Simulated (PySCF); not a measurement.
# Excitation energy of Ce⁺ by level of theory

Ce⁺ [Xe] 4f1 5d2 (high-spin determinant) → Ce⁺ [Xe] 4f2 5d1 (high-spin determinant), as a difference of total energies. Calculation: PySCF 2.14, in cc-pVDZ-X2C; the spin-free X2C one-electron Hamiltonian (Gaussian nucleus). Correlated levels: valence: [Kr] 4d10 frozen; valence and next inner shell: [Ar] 3d10 frozen. The calculations carry no spin-orbit coupling.

```json
{"method": "UHF", "excitation energy (cm⁻¹)": "16595"}
{"method": "PBE0", "excitation energy (cm⁻¹)": "1541.6"}
{"method": "MP2 (valence)", "excitation energy (cm⁻¹)": "12228"}
{"method": "MP2 (valence and next inner shell)", "excitation energy (cm⁻¹)": "13792"}
{"method": "SCS-MP2 (valence and next inner shell)", "excitation energy (cm⁻¹)": "14725"}
```

Estimate what SCS-MP2 (valence) gives.

13366 cm⁻¹, closest to MP2 (valence and next inner shell) among the rows shown.

Estimate what LDA gives.

-3773.6 cm⁻¹, closest to PBE0 among the rows shown.

A first-order spin-orbit estimate (lowest level to lowest level, LS coupling) adds -0.009 eV.

The determinant of the upper state and of the lower state mixes LS terms, which raises its energy above the lowest term, most at the Hartree-Fock and MP2 levels.
